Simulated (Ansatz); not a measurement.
Born–Oppenheimer molecular dynamics of CH10O2Si2 (15 atoms, charge 0, multiplicity 1). It starts from a rough guess of a transition structure, not a stationary point.

Method: UKS PBE0-D4/STO-3G (Ansatz).

```yaml
ensemble: NVE (velocity Verlet)
time_step: 0.5 fs
steps_asked: 150
starting_velocities_drawn_for: 300 K
seed: 600207
```

First frame:

```xyz
15
Properties=species:S:1:pos:R:3
Si -0.236 1.083 0.142
H 1.230 0.420 -0.826
O -1.287 0.659 -0.996
C -1.176 0.521 -2.380
H 0.492 2.345 0.156
H -1.216 1.110 1.222
H 1.374 -0.248 -0.121
O 0.777 -0.506 0.985
Si 0.844 -1.491 2.256
H -2.019 -0.076 -2.729
H -0.241 0.025 -2.658
H -1.208 1.503 -2.859
H 1.826 -2.505 1.864
H -0.461 -2.095 2.517
H 1.301 -0.744 3.426
```

Q: What does the run give?

A: The run went to its last step.

```yaml
steps_done: 150
time_covered: 75 fs
mean_temperature_over_the_second_half: 1043 K
spread_of_the_potential_energy_over_the_second_half: 18.6 meV per atom
mean_potential_energy_of_the_second_half_above_the_start: -83.2 meV per atom
```

The conserved energy stayed within 0.46 meV per atom of its start (net change 0.14 meV per atom), so the integration is sound. The system heated up, since it started high on the potential surface and ran downhill. A run of 0.075 ps of so small a system gives no equilibrium averages. The orbitals stay closed-shell, which can raise the energy where a bond breaks towards radicals; this wasn't checked here. Limits of this set-up: minimal basis.

Q: What happens to the structure?

A: The step under study would form Si1–O8, H2–H7 and break Si1–H2, H7–O8. These pairs go: Si1–O8 2.06 → 3.23 Å, H2–H7 0.98 → 3.32 Å, Si1–H2 1.88 → 1.38 Å, H7–O8 1.28 → 1.06 Å. In the last frame they stand as before the step (other bonds may differ from the relaxed reactants and products). It ends as CH6OSi + H4OSi. Pairs count as bonded within 1.25 times the sum of covalent radii (0.12 Å more for H–H). The details hang on the random start.

Q: How do temperature and energy run in time?

A: 
| time (fs) | T (K) | potential energy less start (eV) | conserved less start (meV/atom) |
| --- | --- | --- | --- |
| 0.0 | 300 | 0.000 | 0.00 |
| 2.5 | 197 | 0.177 | 0.30 |
| 5.0 | 443 | -0.239 | 0.06 |
| 7.5 | 529 | -0.383 | 0.17 |
| 10.0 | 698 | -0.669 | -0.03 |
| 12.5 | 625 | -0.545 | 0.15 |
| 15.0 | 533 | -0.389 | 0.16 |
| 17.5 | 540 | -0.402 | 0.01 |
| 20.0 | 559 | -0.433 | 0.06 |
| 22.5 | 561 | -0.434 | 0.26 |
| 25.0 | 824 | -0.881 | 0.03 |
| 27.5 | 937 | -1.070 | 0.09 |
| 30.0 | 1099 | -1.347 | -0.29 |
| 32.5 | 831 | -0.887 | 0.30 |
| 35.0 | 812 | -0.864 | -0.17 |
| 37.5 | 667 | -0.612 | 0.29 |
| 40.0 | 903 | -1.014 | -0.05 |
| 42.5 | 903 | -1.010 | 0.18 |
| 45.0 | 989 | -1.156 | 0.14 |
| 47.5 | 1075 | -1.303 | -0.11 |
| 50.0 | 1000 | -1.174 | 0.15 |
| 52.5 | 1017 | -1.205 | -0.07 |
| 55.0 | 875 | -0.963 | 0.18 |
| 57.5 | 878 | -0.969 | 0.14 |
| 60.0 | 969 | -1.123 | 0.06 |
| 62.5 | 991 | -1.158 | 0.16 |
| 65.0 | 1190 | -1.498 | -0.15 |
| 67.5 | 1206 | -1.520 | 0.21 |
| 70.0 | 1415 | -1.875 | -0.15 |
| 72.5 | 1277 | -1.639 | 0.22 |
| 75.0 | 1158 | -1.440 | 0.14 |

The run took 9 min on 1 thread of Intel(R) Xeon(R) Platinum 8488C (Sapphire Rapids) (shared host), peak memory 0.2 GiB.
